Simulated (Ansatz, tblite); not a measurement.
Forces on Sn₂₆H₃₃⁺, a nanocrystal with a defect cut from the lattice of tin (one cap removed) at its r2SCAN-D4/def2-SVP geometry. Charge 1, multiplicity 1.

In the def2 sets Sn takes a core potential; there is no spin–orbit coupling. The xTB rows come from tblite. Single mean-field runs in def2-SVP are fitted with def2-universal-jkfit.

GFN2-xTB (tblite), largest force 0.40 eV/Å:

```xyz
59
positions Å, forces eV/Å
Sn    2.368    4.914    0.104   -0.094   -0.017   -0.085
Sn    2.676    1.993    4.129   -0.040    0.036    0.032
Sn    1.970    3.040   -3.997   -0.026    0.021    0.122
Sn    1.710   -1.873   -4.417    0.035    0.005    0.016
Sn    2.522   -2.453    3.484    0.099   -0.218   -0.100
Sn    2.042   -4.265   -0.589    0.079    0.139    0.107
Sn    2.299    0.283   -0.228    0.320    0.054   -0.122
Sn   -1.230    2.458    1.737    0.042    0.300   -0.009
Sn   -1.773    0.657   -2.512   -0.158    0.255   -0.177
Sn   -1.593   -1.899    1.447    0.016    0.023   -0.068
Sn   -1.065   -0.204    5.536    0.011    0.019   -0.020
Sn   -1.911   -3.970   -2.957    0.169    0.246    0.079
Sn   -5.651   -1.344   -0.862    0.065    0.310    0.133
Sn    3.093    2.699   -1.453   -0.001    0.127   -0.064
Sn    3.410   -0.044    2.343    0.077    0.051    0.146
Sn   -0.367    4.917    0.681    0.094   -0.037    0.117
Sn   -0.118    2.120    4.297   -0.096   -0.089    0.099
Sn    2.931   -1.900   -1.886    0.048   -0.192   -0.107
Sn   -0.820    2.916   -3.897    0.176   -0.155   -0.059
Sn   -1.064   -1.540   -4.123    0.013   -0.063   -0.055
Sn    3.179   -4.690    1.939    0.013    0.099    0.043
Sn   -0.254   -2.327    3.896   -0.043    0.066    0.202
Sn   -0.707   -3.739   -0.434   -0.104   -0.373   -0.108
Sn   -0.507    0.337   -0.007   -0.265   -0.098    0.161
Sn   -4.558    0.863   -2.175    0.058   -0.209    0.023
Sn   -4.402   -1.734    1.606   -0.095   -0.017   -0.227
H     2.744    6.329   -0.795    0.008   -0.176    0.197
H     3.269    4.939    1.565   -0.033    0.087   -0.171
H     3.312    1.570    5.669   -0.005    0.126   -0.225
H     3.349    3.500    3.655    0.022   -0.158    0.121
H     2.445    4.583   -4.585   -0.042   -0.257   -0.003
H     2.540    1.840   -5.085   -0.015    0.202    0.043
H     2.003   -3.395   -5.162    0.017    0.277    0.040
H     2.374   -0.633   -5.400   -0.045   -0.224    0.048
H     3.239   -2.623    5.045   -0.086    0.031   -0.170
H     2.188   -5.594   -1.680   -0.015    0.128    0.095
H    -2.955    2.411    1.851    0.203   -0.072   -0.080
H    -0.407   -0.391    7.110   -0.178   -0.003   -0.157
H    -2.779   -0.202    5.633    0.178   -0.025    0.086
H    -1.224   -5.333   -3.744   -0.229    0.090    0.088
H    -3.609   -4.158   -2.827    0.114   -0.134   -0.085
H    -5.411   -2.760   -1.804   -0.121    0.037    0.073
H    -7.333   -1.143   -0.586    0.190   -0.143   -0.071
H     4.811    2.619   -1.595   -0.227   -0.050    0.038
H     5.123   -0.135    2.159   -0.242    0.011   -0.019
H    -0.718    6.104    1.873   -0.033   -0.164   -0.258
H    -1.270    5.280   -0.734    0.019    0.037    0.216
H    -0.570    3.508    5.215    0.054   -0.114   -0.127
H     4.638   -2.111   -2.051   -0.266    0.099    0.022
H    -1.484    2.810   -5.480    0.023    0.100    0.316
H    -1.470    4.311   -3.134   -0.022   -0.173   -0.185
H    -1.825   -1.471   -5.671    0.084    0.017    0.172
H     4.875   -4.854    1.735   -0.211   -0.111    0.059
H     2.542   -6.141    2.598    0.175    0.094   -0.093
H    -0.848   -3.849    4.454    0.046    0.178   -0.119
H    -4.841    2.276   -1.240   -0.003   -0.105   -0.196
H    -5.276    1.084   -3.720    0.102    0.077    0.266
H    -4.696   -0.417    2.671    0.038   -0.229   -0.013
H    -4.913   -3.172    2.395    0.107    0.266    0.016
```

PBE-D4/def2-SVP (Ansatz), largest force 0.21 eV/Å:

```
Sn -0.061 -0.080 -0.010
Sn -0.067 -0.038 -0.064
Sn -0.043 -0.037 0.082
Sn -0.049 0.019 0.091
Sn -0.046 0.036 -0.090
Sn 0.010 0.071 0.069
Sn -0.022 0.000 0.005
Sn 0.081 -0.037 -0.005
Sn 0.020 -0.048 0.022
Sn -0.005 0.037 0.026
Sn 0.045 0.023 -0.078
Sn 0.031 0.075 0.029
Sn 0.076 0.037 0.017
Sn -0.103 -0.008 0.020
Sn -0.110 0.002 -0.014
Sn 0.063 -0.077 -0.018
Sn 0.027 -0.073 -0.069
Sn -0.098 0.046 0.018
Sn 0.074 -0.055 0.047
Sn 0.039 0.049 0.106
Sn -0.056 0.078 -0.010
Sn 0.064 0.067 -0.038
Sn -0.011 -0.021 0.021
Sn 0.022 -0.027 -0.026
Sn 0.076 -0.073 0.032
Sn 0.050 0.026 -0.087
H 0.040 0.154 -0.099
H 0.089 -0.011 0.169
H 0.075 -0.049 0.174
H 0.067 0.172 -0.071
H 0.053 0.170 -0.068
H 0.061 -0.144 -0.112
H 0.033 -0.163 -0.085
H 0.071 0.153 -0.101
H 0.084 -0.020 0.175
H 0.016 -0.150 -0.126
H -0.190 -0.012 0.004
H 0.074 -0.023 0.173
H -0.198 -0.005 0.005
H 0.074 -0.151 -0.086
H -0.210 -0.006 0.024
H 0.035 -0.155 -0.100
H -0.191 0.021 0.024
H 0.194 -0.010 -0.012
H 0.193 -0.007 -0.018
H -0.046 0.128 0.133
H -0.099 0.026 -0.160
H -0.049 0.157 0.102
H 0.194 -0.025 -0.022
H -0.074 -0.009 -0.165
H -0.065 0.150 0.092
H -0.086 0.008 -0.180
H 0.189 -0.019 -0.027
H -0.075 -0.171 0.069
H -0.070 -0.172 0.062
H -0.027 0.163 0.113
H -0.085 0.019 -0.173
H -0.023 0.157 0.120
H -0.059 -0.168 0.090
```

PBE0-D4/def2-SVP (Ansatz), largest force 0.12 eV/Å:

```
Sn -0.018 -0.029 -0.003
Sn -0.022 -0.014 -0.025
Sn -0.011 -0.023 0.032
Sn -0.013 0.011 0.035
Sn -0.030 0.036 -0.026
Sn 0.034 0.033 0.002
Sn -0.050 -0.001 -0.014
Sn 0.031 -0.047 -0.030
Sn 0.039 -0.057 0.014
Sn 0.025 0.043 -0.017
Sn 0.020 0.017 -0.040
Sn -0.008 0.028 -0.025
Sn 0.037 -0.006 0.001
Sn -0.041 -0.019 0.028
Sn -0.054 -0.015 -0.027
Sn -0.002 -0.036 0.004
Sn 0.011 -0.017 -0.050
Sn -0.046 0.012 0.030
Sn 0.004 -0.019 0.028
Sn 0.013 0.022 0.062
Sn -0.035 0.033 -0.005
Sn 0.014 0.008 -0.044
Sn 0.036 0.105 -0.031
Sn 0.004 0.000 0.018
Sn 0.056 -0.002 0.011
Sn 0.042 0.016 0.005
H -0.010 -0.025 0.007
H -0.024 -0.021 -0.017
H -0.009 -0.007 -0.019
H -0.026 -0.027 -0.016
H -0.012 -0.022 0.014
H -0.011 0.003 0.031
H -0.011 0.023 0.020
H -0.019 -0.008 0.034
H -0.014 0.003 -0.035
H -0.016 0.024 0.027
H 0.039 -0.007 -0.011
H 0.001 -0.001 -0.035
H 0.018 -0.007 -0.019
H -0.003 0.023 0.031
H 0.022 0.017 0.024
H 0.009 0.020 0.016
H 0.029 0.004 -0.006
H -0.035 0.000 0.007
H -0.039 0.005 0.005
H 0.008 -0.019 -0.016
H 0.017 -0.028 0.016
H 0.012 -0.030 -0.019
H -0.046 0.005 0.005
H 0.016 -0.005 0.031
H 0.021 -0.028 0.000
H 0.018 -0.003 0.040
H -0.032 0.015 -0.010
H -0.005 0.019 -0.014
H 0.011 0.028 -0.012
H 0.015 -0.015 0.006
H 0.010 -0.022 0.019
H 0.022 0.001 -0.019
H 0.006 0.005 -0.020
```
